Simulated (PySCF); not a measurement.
**Ionisation energy of Ir⁵⁷⁺ by level of theory**

Ir⁵⁷⁺ [Ar] 3d2 [3d3/2^2, M_J = 2] → Ir⁵⁸⁺ [Ar] 3d1 [3d3/2^1, M_J = 3/2], as a difference of total energies. Calculation: PySCF 2.14, in an uncontracted even-tempered set (15 s from 17 bohr⁻², ratio 2.8; 12 p from 22 bohr⁻², ratio 2.8; 8 d from 22 bohr⁻², ratio 2.8; 3 f from 69 bohr⁻², ratio 3); the two-component X2C-1e Hamiltonian. Correlated levels: [Ne] frozen; the 72 highest virtual spinors dropped. "Screened" scales the spin-orbit matrix elements by Boettger's factors to mimic the two-electron term; Breit and QED terms are absent.

```
                    method  ionisation energy (eV)
           GHF (spin-free)                  5718.7
          GMP2 (spin-free)                  5718.2
 GHF (screened spin-orbit)                  5768.5
GMP2 (screened spin-orbit)                  5768.2
```

Breit and QED terms and the two-electron picture change are absent.

The spin-free rows relax to the high-spin LS determinant and lack the spin-orbit shift.

The labels give the starting determinants; with spin-orbit coupling the two ends relaxed to ⟨J²⟩ = 6.01, ⟨L²⟩ = 10.11, ⟨S²⟩ = 1.54 and ⟨J²⟩ = 3.75, ⟨L²⟩ = 6.07, ⟨S²⟩ = 0.82.

For comparison: 5765 ± 6 eV (theoretical estimate listed by NIST; NIST Atomic Spectra Database, ionization energies).
